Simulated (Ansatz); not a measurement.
Isolated molecules relaxed with PBE0-D4/def2-TZVP in Ansatz; ΔE leaves out vibrations. CCSD(T)/CBS adds triple-zeta CCSD(T) − MP2 to the extrapolated MP2 energy (def2 sets, frozen cores). Functionals use def2-TZVPP. Each species was taken in one conformer, which may not be the lowest.

Reaction (redistribution): `O[SiH]([SiH3])[AlH][Cl]` + `CSP` → `C[S][AlH][Cl]` + `O[SiH]([SiH3])P`

`O[SiH]([SiH3])[AlH][Cl]`:

```xyz
11

O     1.387   -0.906   -1.177
Si   -0.098   -0.534   -0.531
Si   -0.069   -0.956    1.772
Al   -0.618    1.804   -1.051
Cl    0.875    2.642   -2.296
H     1.737   -0.284   -1.819
H    -1.158   -1.413   -1.119
H     0.311   -2.361    2.079
H     0.881   -0.042    2.462
H    -1.436   -0.699    2.306
H    -1.812    2.749   -0.627
```

`CSP`:

Z-matrix (Å, degrees):
```
C
S 1 1.810
H 1 1.089 2 111.3
H 1 1.089 2 111.3 3 123.2
H 1 1.091 2 106.0 3 -118.4
P 2 2.105 1 99.5 3 -61.5
H 6 1.420 2 98.3 1 132.8
H 6 1.420 2 98.4 1 -132.6
```

`C[S][AlH][Cl]`:

Z-matrix (Å, degrees):
```
C
S 1 1.824
H 1 1.091 2 112.0
H 1 1.089 2 108.6 3 120.5
H 1 1.089 2 108.7 3 -120.5
Al 2 2.158 1 100.1 3 0.2
Cl 6 2.092 2 118.0 1 180.0
H 6 1.574 2 120.9 1 -0.0
```

`O[SiH]([SiH3])P`:

```xyz
11

O     0.379   -1.806    1.040
Si   -0.392   -0.419    0.573
Si    0.005   -0.173   -1.715
P     0.339    1.332    1.802
H     0.346   -2.037    1.970
H    -1.857   -0.489    0.856
H    -0.485   -1.336   -2.503
H     1.463   -0.001   -1.955
H    -0.701    1.052   -2.181
H     1.442    1.637    0.961
H    -0.539    2.241    1.151
```

```csv
level,ΔE (kJ/mol)
PBE,-113.8
r2SCAN,-127.2
CCSD/def2-TZVPP,-129.2
MP2/def2-QZVPP,-134.7
```

Problem. What does CCSD(T)/CBS give? (Best estimate.)

Solution. Computed: -128.0 kJ/mol. The listed levels differ from it by 14.2, 0.8, -1.2, -6.7 kJ/mol.

Largest T1 diagnostic among the species: 0.014.

From PBE to PBE0 (25 % exact exchange), in def2-TZVPP and without D4, ΔE moves by −5.6 kJ/mol.
